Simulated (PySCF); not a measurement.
Computed shifts of a molecule H6O3Si2, PBE/pcSseg-1 run with PySCF, GIAO, gas phase, atoms alike by connectivity averaged where their shifts nearly agree, in ppm (number of nuclei): ²⁹Si: -12.2 (1), -26.8 (1). ¹H: 5.75 (1), 5.58 (1), 5.47 (1), 4.54 (1), 2.52 (1), 0.41 (1). References: ¹⁷O against H2O (σ = 334.3 ppm); ²⁹Si against TMS (σ = 335.4 ppm); ¹H against TMS (σ = 31.49 ppm), references at their B3LYP-D3(BJ)/def2-TZVP geometries, non-relativistic. Geometry optimised at ωB97X-D3(BJ)/def2-SVP. Other conformers were not sampled.

**Question.** Which molecule gave these data?
A. O[Si](O)(O)[SiH3]
B. O[SiH2][SiH](O)O
C. O[SiH](O)O[SiH3]
D. O[SiH2]O[SiH2]O

**Answer.** B, O[SiH2][SiH](O)O
